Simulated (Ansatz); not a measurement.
C$_{4}$H$_{6}$Si (`C#C/C=C\[SiH3]`). Charge 0, multiplicity 1. Geometry: relaxed with PBE0-D4/def2-TZVP.

```xyz
11

C     1.606   -1.784   -0.660
C     0.500   -1.464   -0.308
C    -0.801   -1.084    0.106
C    -1.155    0.185    0.350
Si    0.011    1.635    0.182
H     2.584   -2.064   -0.971
H    -1.520   -1.894    0.219
H    -2.182    0.360    0.662
H     1.178    1.479    1.088
H     0.502    1.757   -1.215
H    -0.722    2.876    0.547
```

(1) What is the dipole moment at PBE/def2-TZVPP? (Estimate.)

(2) And with r2SCAN, B3LYP, ωB97M-V? (Best estimate.)

(3) Give the Mulliken charges with PBE, r2SCAN, B3LYP in def2-TZVPP. (An estimate is asked.)

## Answers

(1) Computed: 0.63 D, with components (-0.31, -0.55, 0.03) D in this frame, pointing from negative to positive charge.

(2) Ansatz gave: r2SCAN 0.63 D, B3LYP 0.60 D, ωB97M-V 0.60 D.

(3) Ansatz gave: 
```tsv
atom	PBE	r2SCAN	B3LYP
C1	0.07	0.08	0.09
C2	-0.23	-0.21	-0.33
C3	-0.19	-0.21	-0.18
C4	-0.11	-0.17	-0.17
Si5	0.20	0.30	0.28
H6	0.21	0.24	0.26
H7	0.11	0.09	0.12
H8	0.10	0.09	0.11
H9	-0.04	-0.06	-0.06
H10	-0.04	-0.06	-0.06
H11	-0.06	-0.08	-0.07
```

B3LYP here is the variant with VWN-RPA as its local correlation; programs differ in this.
